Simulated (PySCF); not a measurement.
**Ionisation energy of Pb(70+) by level of theory**

Pb(70+) [Ne] 3s2 (1S) → Pb(71+) [Ne] 3s1 (2S), as a difference of total energies. All numbers are calculated (PySCF 2.14, scalar relativity by spin-free X2C-1e, in an uncontracted even-tempered set (17 s from 23 bohr⁻², ratio 2.5; 12 p from 30 bohr⁻², ratio 2.5; 4 d from 110 bohr⁻², ratio 2.7; 4 f from 160 bohr⁻², ratio 2.7)). Correlated levels: outer shells: 1s2 frozen; virtual orbitals above 40 to 60 times the deepest correlated orbital energy dropped. The calculations carry no spin-orbit coupling.

```csv
method,ionisation energy (eV)
UHF,9005.4
LDA,9010.8
PBE,9016.5
PBE0,9014.0
r2SCAN,9004.8
TPSSh,9012.1
r2SCAN0,9005.3
MP2 (outer shells),9008.7
SCS-MP2 (outer shells),9009.0
```

Q: How much does correlation contribute at MP2 (outer shells)?

A: 9008.7 − (9005.4) = 3.3 eV, measured against UHF.

Breit and QED terms and the two-electron picture change are absent.

For comparison: 9000 ± 60 eV (theoretical estimate listed by NIST; NIST Atomic Spectra Database, ionization energies).
